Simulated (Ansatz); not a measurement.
`C[CH](C)[GeH]` + H₂S → `[SH][GeH]` + propane at 600 K and 1 bar (ligand exchange at a Ge–C bond).

Program: Ansatz. Geometries: PBE0-D4/def2-TZVP. ΔE: electronic, gas phase. CCSD(T)/CBS is the MP2 limit (def2-TZVPP, def2-QZVPP) plus CCSD(T) − MP2 in def2-TZVPP, frozen cores. This one scheme is used for every species. For Ge outer-core shells are correlated without core-valence functions, which leaves a few kJ/mol of doubt a bond. Scalar relativity is left out up to krypton.

```
        species  CCSD(T)/CBS energy (Eh)  H − E (kJ/mol)  S (J/(mol·K))
`C[CH](C)[GeH]`              -2195.04052           318.2          429.4
            H₂S               -398.97279            60.8          230.9
    `[SH][GeH]`              -2475.08182            71.1          311.2
          `CCC`               -118.98051           315.9          335.6
```

H − E and S are ideal-gas, rigid-rotor, harmonic terms from PBE0-D4/def2-TZVP, for one conformer and one mirror image of each species. 1 Eh = 2625.50 kJ/mol, R = 8.31446 J/(mol·K).

**Question.** By hand: ΔE, ΔH, ΔS and ΔG.

**Answer.** ΔE = (-2475.08182) + (-118.98051) − (-2195.04052) − (-398.97279) = -0.04902 Eh = -128.7 kJ/mol. Δ(H − E) = 71.1 + 315.9 − 318.2 − 60.8 = 8.0, so ΔH = -120.7 kJ/mol. ΔS = 311.2 + 335.6 − 429.4 − 230.9 = -13.5 J/(mol·K). ΔG = -120.7 − 600 × (-13.5)/1000 = -112.6 kJ/mol.

**Question.** By hand: the equilibrium constant, and the temperature at which ΔG would vanish if ΔH and ΔS stayed fixed.

**Answer.** log₁₀ K = −ΔG/(RT ln 10) = 9.8. ΔG = 0 at ΔH/ΔS = 8941 K, far beyond where these terms or the molecules hold.

The number of gas molecules stays the same, so ΔS is small and ΔH decides. A doubt of 5 kJ/mol in ΔE shifts log₁₀ K by 0.4 here. Other conformers and mirror images would add mixing entropy, several J/(mol·K) or more a flexible species. Modes under 60 cm⁻¹, often nearly free rotors, make the harmonic entropy too high. These are equilibria of isolated gas molecules and say nothing of rates. Largest T1 diagnostic: 0.015 (customary marks: 0.02 for closed shells, 0.045 for open ones).
